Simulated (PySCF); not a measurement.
CAuClO, SMILES [O+]#[C-]->[Au][Cl], multiplicity 1. The structure is a stationary point at PBE-D3(BJ)/def2-SVP. The multiplicity is an assumed one; other spin states were not compared. The isomer is the one that the SMILES or the coordinates give; other isomers of the formula were not compared. The def2 effective core potentials stand for the cores of Au; spin–orbit coupling is left out.

**Question.** Give the equilibrium geometry at PBE-D3(BJ)/def2-SVP (PySCF confirms it by a frequency run) as Cartesian coordinates in Å, and its point group. (Estimate from the structure and the level; the computed values follow.)

**Answer.** point group C∞v.
```xyz
4

Au     0.0000     0.0000     0.0246
Cl     0.0000     0.0000    -2.2348
O      0.0000     0.0000     3.0678
C      0.0000     0.0000     1.9180
```
